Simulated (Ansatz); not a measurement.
Frontier orbitals of C$_{2}$H$_{7}$GaSi (`[SiH3]/C=[CH]\[GaH2]`).

Total charge 0; spin multiplicity 1. Correlated methods include outer-core shells of Ga, which these sets cover unevenly. Scalar relativity is left out up to krypton. All single points use the PBE0-D4/def2-TZVP geometry. Basis def2-TZVPP, the Gaussian-basis code of Ansatz.

| functional | HOMO (eV) | LUMO (eV) | gap (eV) |
| --- | --- | --- | --- |
| LDA (SPW92) | -6.62 | -2.21 | 4.41 |
| PBE | -6.54 | -1.92 | 4.62 |
| r2SCAN | -6.79 | -1.62 | 5.17 |
| PBE0 | -7.71 | -1.09 | 6.62 |
| B3LYP | -7.49 | -1.30 | 6.19 |
| r2SCANh | -7.25 | -1.33 | 5.92 |
| HSE06 (plane-wave form) | -7.31 | -1.46 | 5.85 |
| CAM-B3LYP | -9.00 | -0.13 | 8.87 |
| LC-ωPBE | -10.39 | 0.99 | 11.38 |
| ωB97M-V | -9.89 | 0.65 | 10.54 |

A quarter of exact exchange (PBE0) shifts PBE's HOMO by −1.17 eV and its LUMO by +0.83 eV; full exchange at long range (ωB97M-V) shifts them by −3.35 and +2.57 eV. The gap opens from 4.62 to 10.53 eV, since occupied levels lose self-interaction and empty ones feel all the electrons. A positive LUMO is unbound and depends on the basis.

B3LYP here is the variant with VWN-RPA as its local correlation; programs differ in this. LC-ωPBE has ω = 0.4 bohr⁻¹.
